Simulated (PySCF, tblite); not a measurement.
Compound: C4H11NOSi3.
SMILES with atom numbers: `[CH3:1][Si@H:2]([C:3]#[C:4][C:5]([NH2:6])=[O:7])[SiH2:8][SiH3:9]` (hydrogens: H10, H11, H12 on C1; H13 on Si2; H14, H15 on N6; H16, H17 on Si8; H18, H19, H20 on Si9)

Cartesian coordinates in Å at the GFN2-xTB level; atoms count from 1:
```xyz
20
C4H11NOSi3 angstrom
C      0.2773    2.6839   -1.0750
Si    -0.2750    1.5739    0.3737
C      0.8835    0.1197    0.3094
C      1.6039   -0.8463    0.2246
C      2.4071   -2.0467    0.1651
N      3.6380   -1.8403   -0.3709
O      2.0186   -3.1282    0.5489
Si    -2.4631    0.7973    0.1842
Si    -2.7579   -1.5000    0.1533
H      0.1562    2.1705   -2.0251
H      1.3212    2.9732   -0.9902
H     -0.3155    3.5930   -1.1159
H      0.0874    2.2588    1.6285
H      3.9383   -0.9308   -0.6724
H      4.2723   -2.6181   -0.4445
H     -3.2329    1.4172    1.2788
H     -3.0522    1.4236   -1.0158
H     -1.4822   -2.2015    0.2621
H     -3.6200   -1.9455    1.2513
H     -3.4105   -1.9431   -1.0828
```

Jobs on this species (20 atoms, 92 electrons) with PySCF (density fitting) and tblite. Hardware of each: Arm Neoverse V1, one thread (shared host). Other jobs ran on the host; a repeat could differ by tens of per cent or more.

```
level and settings                                                                        work  basis functions  SCF cycles  wall time
          GFN2-xTB                                                           L-BFGS relaxation                –           –     0.99 s
     PBE0/pcSseg-1  shieldings, charges and field gradients, density and orbital grids written              229           ?          ?
          GFN2-xTB                                               Hessian by finite differences                –           –      1.2 s
```

Problem. Fill in the missing figures.

Solution. 
- PBE0/pcSseg-1; shieldings, charges and field gradients, density and orbital grids written: 71 s, 15 SCF cycles

Problem. What do all jobs in the table cost together?

Solution. About 73 s; the longest takes about 97 % of that, and about 72 times as long as the shortest.
